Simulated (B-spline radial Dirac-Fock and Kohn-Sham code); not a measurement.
## Cl²⁺ 3s: cross section and angular parameters

System: chlorine as Cl²⁺ in the configuration [Ne] 3s2 3p3; threshold 49.74 eV (orbital energy of the model). The computed values come from a radial atomic solver: Dirac-Hartree-Slater photoionisation with a Latter tail; cross sections with all multipoles, angular parameters from the dipole term and its interference with E2.

For linearly polarised light dσ/dΩ = σ/(4π) [1 + β P₂(cos θ) + (δ + γ cos²θ) sin θ cos φ], with θ from the polarisation vector and φ the angle between the beam and the projection of the electron momentum on the plane normal to the polarisation.

```csv
hν (eV),σ (kb),β,γ
60,487,2.000,0.146
91.5,352,2.000,0.165
97.7,?,?,?
100,320,2.000,0.157
133,224,2.000,0.112
163,166,2.000,0.071
166,161,2.000,0.068
193,127,2.000,0.039
244,86.7,2.000,-0.001
400,36.8,2.000,-0.037
510,23.8,2.000,-0.027
562,19.9,2.000,-0.017
867,8.68,2.000,0.074
909,7.90,2.000,0.088
910,7.89,2.000,0.088
959,7.10,2.000,0.106
1000,6.52,2.000,0.120
1420,3.14,2.000,0.271
1940,1.58,2.000,0.444
2984.4,0.580,2.000,0.743
3990,0.285,2.000,0.986
4000,0.283,2.000,0.988
4040,0.277,2.000,0.997
5414.7,0.131,2.000,1.276
9160,0.0323,2.000,1.879
9690,0.0277,2.000,1.952
12000,0.0153,1.999,2.244
14000,0.00986,1.999,2.472
15000,0.00810,1.999,2.579
```

Question: Give the values at 97.7 eV.

Answer: σ = 329 kb, β = 2.000, γ = 0.160. For an s subshell δ is negligible.
